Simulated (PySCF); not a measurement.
bromotrifluoromethane (CBrF₃), SMILES FC(F)(Br)F.

Geometry optimised at B3LYP-D3(BJ)/def2-SVP.

Calculation: B3LYP-D3(BJ)/def2-SVP run with PySCF.

Frequencies are harmonic and unscaled.

Modes within 1.5 cm⁻¹ of each other (mostly degenerate sets) share a row, with their intensities summed.

```csv
mode,ν (cm⁻¹),IR (km/mol),Raman (Å⁴/amu),depolarisation,moving atoms (share of kinetic energy)
1–2,303,0.1,2.6,0.75,"F 87 %, Br 8 %"
3,340,0.8,6.4,0.29,"F 50 %, Br 45 %"
4–5,552,3.8,2.3,0.75,"F 91 %, C 9 %"
6,765,53.8,4.5,0.01,"F 78 %, C 21 %"
7,1094,533.9,1.9,0.75,"C 66 %, F 34 %"
8–9,1253,588.9,0.7,0.75,"C 75 %, F 25 %"
```
